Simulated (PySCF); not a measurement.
Delta-SCF ions had no search for a lower state. Excitations are Tamm–Dancoff values on a coarser integration grid. The basis has no diffuse functions, so Rydberg states are missing or too high.

C$_{2}$H$_{3}$F$_{3}$, SMILES `C(C)(F)(F)F` (charge 0, multiplicity 1)

Level of theory: PySCF with ωB97X-D3(BJ)/def2-TZVP // B3LYP-D3(BJ)/def2-TZVP.

```yaml
HOMO: -13.53 eV
dipole_moment: 2.34 D
LUMO: 3.20 eV
HOMO–LUMO gap: 16.73 eV
S1 excitation (TDA): 11.69 eV
S1 oscillator strength: 0.064
brightest of the four lowest singlets (TDA): 12.08 eV
T1 excitation (TDA): 11.31 eV
S1–T1 gap (TDA): 0.39 eV
vertical ionisation energy (Delta-SCF): 13.76 eV
total_energy: -377.7895 Ha
cost: very roughly 2.7 core-minutes
```

Bond lengths (Å): C1–C2 1.502, C1–H6 1.088, C1–H7 1.088, C1–H8 1.088, C2–F3 1.350, C2–F4 1.350, C2–F5 1.350. Angles (°): C2–C1–H6 109.3, C2–C1–H7 109.3, C2–C1–H8 109.3, H6–C1–H7 109.7, H6–C1–H8 109.7, H7–C1–H8 109.7, C1–C2–F3 111.8, C1–C2–F4 111.8, C1–C2–F5 111.8, F3–C2–F4 107.0, F3–C2–F5 107.0, F4–C2–F5 107.0.
Charge 0, spin multiplicity 1.
